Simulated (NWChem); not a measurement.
A series in which one site is exchanged, each optimised at PBE0/def2-SVP with NWChem, gas phase unless a solvent is named. All stand in one matching conformer (torsions within 35°), which need not be the lowest. This build's default masses of Se (78.918 u) and Br (79.917 u) are each other's, which moves their modes by up to 0.6 %. For some, no frequency run checked for a minimum. def2 effective core potentials on I; no spin-orbit coupling.

A: [Mg]([NH2])[F] (MgNH$_{2}$F; site = F)
B: [NH2][Mg][I] (MgNH₂I; site = I)
C: [NH2][Mg][Cl] (MgNH₂Cl; site = Cl)
D: [NH2][Mg][Br] (MgNH2Br; site = Br)

```csv
quantity,A,B,C,D
"dipole (D), PBE0/def2-SVP",___,2.23,2.44,2.38
"orbital gap (eV), PBE0/def2-SVP",___,5.22,5.34,5.30
"vertical ionisation energy, ΔSCF, PBE0/def2-SVP (eV)",___,8.72,9.05,8.94
```

Problem. What belongs in the gaps?

Solution. 
- dipole (D), PBE0/def2-SVP, A: 2.41
- orbital gap (eV), PBE0/def2-SVP, A: 5.32
- vertical ionisation energy, ΔSCF, PBE0/def2-SVP (eV), A: 9.11
